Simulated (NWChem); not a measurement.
System: isocyanic acid (CHNO); SMILES C(=N)=O

```xyz
4

N      0.0949     1.1691     0.0000
C     -0.0235    -0.0442     0.0000
O      0.0184    -1.2181     0.0000
H     -0.6706     1.8259     0.0000
```
Atoms are numbered in this order, from 1.

Computed with NWChem. Structure relaxed at the B3LYP/6-31G* (spherical d) level. Vertical excitations in the gas phase.

Problem. Predict the results for PBE/def2-SVPD, TDA. Quantities: lowest excitation, singlet (eV); oscillator strength of that lowest state; lowest triplet (eV); orbital gap (eV).

Solution. 
```json
{
 "lowest excitation, singlet (eV)": "6.45",
 "oscillator_strength_of_that_lowest_state": "0.001",
 "lowest triplet (eV)": "5.98",
 "orbital gap (eV)": "6.30"
}
```
